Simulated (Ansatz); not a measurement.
Mulliken charges of BrFHInS, SMILES `[F][In]([SH])[Br]` from B3LYP/def2-TZVPP in Ansatz (PBE0-D4/def2-TZVP geometry).

```
atom   x (Å)   y (Å)   z (Å)  charge (e)
  F1  -1.521   0.338  -1.276      -0.467
 In2  -0.230  -0.470  -0.074       0.938
  S3   1.374   0.970   0.863      -0.301
 Br4  -0.477  -2.865   0.274      -0.302
  H5   0.854   2.027   0.213       0.132
```

By hand: the dipole of these point charges (1 e Å = 4.8032 D).

Σ q r = (0.338, 0.242, 0.212) e Å, of length 0.467 e Å = 2.24 D.

How does the dipole of the full density compare? (An estimate is asked.)

The calculation gave: (0.282, 0.146, 0.189) e Å, 1.77 D; the point charges give 1.27 times that, at 8° from its direction.

Point charges leave out the atoms' own dipoles, such as those of lone pairs, and Mulliken's split depends on the basis, so the two needn't agree.

B3LYP here is the variant with VWN-RPA as its local correlation; programs differ in this.
